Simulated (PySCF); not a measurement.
**Relaxation of quartet RuOCl**

These are results of UPBE0 in PySCF with Ru def2-TZVP with ECP28, O def2-TZVP, Cl def2-TZVP; scalar-relativistic core potentials, no spin–orbit coupling; density-fitted integrals, not measurements. A (50,194) grid was used.

A hand-made bent start, of Cs symmetry, held to at least that symmetry:

```xyz
3
charge 0 multiplicity 4, angstrom
Ru   -0.2732    0.0000   -0.3965
O    -1.6739    0.0000    0.5843
Cl    1.5617    0.0000    0.8883
```

Optimiser trace:
```json
{"step": "0", "E − E(last) (kJ/mol)": "12.22", "largest gradient (Eh/bohr)": "0.03546"}
{"step": "1", "E − E(last) (kJ/mol)": "3.85", "largest gradient (Eh/bohr)": "0.01148"}
{"step": "2", "E − E(last) (kJ/mol)": "1.13", "largest gradient (Eh/bohr)": "0.00308"}
{"step": "3", "E − E(last) (kJ/mol)": "0.06", "largest gradient (Eh/bohr)": "0.00448"}
{"step": "4", "E − E(last) (kJ/mol)": "0.00", "largest gradient (Eh/bohr)": "0.00066"}
{"step": "5", "E − E(last) (kJ/mol)": "0.00", "largest gradient (Eh/bohr)": "0.00000"}
```

It ends at Cs with Ru–Cl 2.215 Å, Ru–O 1.666 Å; Cl–Ru–O 124.7° (after a last refinement on a finer grid). A frequency run shows a minimum. Other isomers or separated fragments may lie lower.

Final geometry:
Z-matrix (Å, degrees; charge 0 multiplicity 4):
```
Ru
O  1 1.6657
Cl 1 2.2152 2 124.70
```

With open d or f shells other occupations or spin states may lie lower.

The relaxation took 9.3 s on 4 threads of a shared Arm Neoverse V2 host, with 108 basis functions and 6 gradients; the process peaked at 0.54 GiB.
